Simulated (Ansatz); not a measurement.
Ansatz (a first-principles code) input (B3LYP-D3(BJ)/def2-TZVP):

Ansatz 0.2 input:
```yaml
crystal:
  periodic: [false, false, false]
  atoms:
    - {symbol: Sn, position_ang: [0.96430996, -0.00365308, 0.01854891]}
    - {symbol: O, position_ang: [-0.95685234, -0.02875727, -0.03114170]}
basis:
  gaussian:
    orbitals: def2-TZVP
hamiltonian:
  xc: b3lyp
  dispersion: d3bj
total_charge: 1
magnetization: {spin_polarized: true, initial_magnetization: 1}
relax: {f_tol: 0.002, max_steps: 150}
```

End of the output:

```
mean field evaluation 4: about -7870.5469 eV, gradient 1.5e1 eV
mean field evaluation 8: about -7871.2071 eV, gradient 1.8e-1 eV
mean field evaluation 16: about -7871.2803 eV, gradient 3.7e-4 eV
mean field evaluation 32: about -7871.6021 eV, gradient 2.8e-2 eV
mean field -7871.59978173 eV, -289.2759564165 hartree, gradient 1.4e-6 eV, S^2 0.755946; 4 other end points of the search recorded, 0 dependent functions left out
the calculation of the forces begins
reference -7871.59995728 eV, -289.2759628680 hartree; 15, 14 occupied and 66, 67 virtual orbitals, 583 factors
relax step   1: F+E_penalty+E_count = -7871.64044271 eV  Δ(F+E_penalty+E_count) = +0.000e0 eV  max|allowed force component| = 1.581e0 eV/Å  Δτ_max = 0.0000 Å  (192 SCF iters, accepted)
these checks for a lower state are left out or cut short: starts, cluster_reference, orbital_swaps, neighbouring_geometries, increment
integrals: 0.02 GiB planned
583 factors; their error is unknown
mean field: 0.24 GiB planned
mean field evaluation 64: about -7871.5764 eV, gradient 2.3e-2 eV
mean field -7871.64837266 eV, -289.2777421002 hartree, gradient 6.4e-6 eV, S^2 0.757098; 0 other end points of the search recorded, 0 dependent functions left out
the calculation of the forces begins
reference -7871.64854971 eV, -289.2777486069 hartree; 15, 14 occupied and 66, 67 virtual orbitals, 583 factors
relax step   2: F+E_penalty+E_count = -7871.68897511 eV  Δ(F+E_penalty+E_count) = -4.853e-2 eV  max|allowed force component| = 1.833e-1 eV/Å  Δτ_max = 0.0285 Å  (50 SCF iters, accepted)
these checks for a lower state are left out or cut short: starts, cluster_reference, orbital_swaps, neighbouring_geometries, increment
integrals: 0.02 GiB planned
583 factors; their error is unknown
mean field: 0.24 GiB planned
mean field -7871.64917902 eV, -289.2777717336 hartree, gradient 1.6e-5 eV, S^2 0.757296; 0 other end points of the search recorded, 0 dependent functions left out
the calculation of the forces begins
reference -7871.64935630 eV, -289.2777782484 hartree; 15, 14 occupied and 66, 67 virtual orbitals, 583 factors
relax step   3: F+E_penalty+E_count = -7871.68977239 eV  Δ(F+E_penalty+E_count) = -7.973e-4 eV  max|allowed force component| = 7.306e-3 eV/Å  Δτ_max = 0.0042 Å  (47 SCF iters, accepted)
these checks for a lower state are left out or cut short: starts, cluster_reference, orbital_swaps, neighbouring_geometries, increment
integrals: 0.02 GiB planned
583 factors; their error is unknown
mean field: 0.24 GiB planned
mean field -7871.64918071 eV, -289.2777717957 hartree, gradient 1.6e-5 eV, S^2 0.757304; 0 other end points of the search recorded, 0 dependent functions left out
the calculation of the forces begins
reference -7871.64935800 eV, -289.2777783108 hartree; 15, 14 occupied and 66, 67 virtual orbitals, 583 factors
relax step   4: F+E_penalty+E_count = -7871.68977369 eV  Δ(F+E_penalty+E_count) = -1.303e-6 eV  max|allowed force component| = 2.915e-5 eV/Å  Δτ_max = 0.0002 Å  (38 SCF iters, accepted)
integrals: 0.02 GiB planned
583 factors; their error is unknown
mean field: 0.24 GiB planned
mean field evaluation 96: about -7860.6016 eV, gradient 4.0e1 eV
mean field evaluation 128: about -7859.6867 eV, gradient 3.7e1 eV
mean field -7871.64918071 eV, -289.2777717957 hartree, gradient 1.6e-5 eV, S^2 0.757304; 5 other end points of the search recorded, 0 dependent functions left out
the calculation of the forces begins
reference -7871.64935800 eV, -289.2777783108 hartree; 15, 14 occupied and 66, 67 virtual orbitals, 583 factors
Total energy: -7871.68995098 eV, -289.2792700754 hartree
Atom 0 at     0.997190    -0.003223     0.019399 Å, force     0.000029     0.000000     0.000001 eV/Å
Atom 1 at    -0.989732    -0.029187    -0.031992 Å, force    -0.000029    -0.000000    -0.000001 eV/Å
Dipole moment:     0.588934     0.007696     0.015233 e Å
```
